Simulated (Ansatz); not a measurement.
Basis-set extrapolation for C2H6OSi2 (`O[SiH2]C#C[SiH3]`) (PBE0-D4/def2-TZVP geometry, frozen core, Ansatz). Multiplicity 1, RHF reference.

|  | def2-TZVPP | def2-QZVPP |
| --- | --- | --- |
| HF | -732.056741 | -732.081889 |
| MP2 correlation | -0.782421 | -0.839776 |
| CCSD(T) correlation | -0.860105 | not run |

Energies in hartree. Use E(X) = E(∞) + A·exp(−7.88·√X) for Hartree–Fock and E(X) = E(∞) + B·X^(−2.97) for correlation, with X = 3 and 4, and add CCSD(T) minus MP2 of the smaller set to the MP2 limit.

**Question.** What is the CCSD(T) energy at the basis-set limit?

**Answer.** HF limit: -732.081889 + (-0.025148) × 0.13774 = -732.08535. MP2 limit: -0.839776 + (-0.057355) × 0.74074 = -0.88226. Higher-order term: -0.860105 − (-0.782421) = -0.07768. Total: -733.04529 hartree, 337.2 kJ/mol below CCSD(T)/def2-TZVPP.
